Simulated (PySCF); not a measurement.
## Correlation energy of Ar (argon, neutral)

Starting occupation: [Ar]. Calculation: PySCF 2.14, in x2c-TZVPall-2c (5s6p2d1f, 40 functions); X2C-1e with screened-nucleus spin-orbit coupling, Gaussian nucleus. Frozen: [Ne]; 8 electrons correlated; the 6 highest virtual spinors left out.

MP2 pair energies summed by pair of shells (mhartree):

| pair | energy | share (%) |
| --- | --- | --- |
| 3p3/2-3p3/2 | -67.01 | 33.0 |
| 3p1/2-3p3/2 | -66.00 | 32.5 |
| 3p3/2-3s1/2 | -29.75 | 14.6 |
| 3p1/2-3p1/2 | -17.06 | 8.4 |
| 3p1/2-3s1/2 | -14.92 | 7.3 |
| 3s1/2-3s1/2 | -8.42 | 4.1 |

Total MP2 correlation energy: -203.15 mhartree.
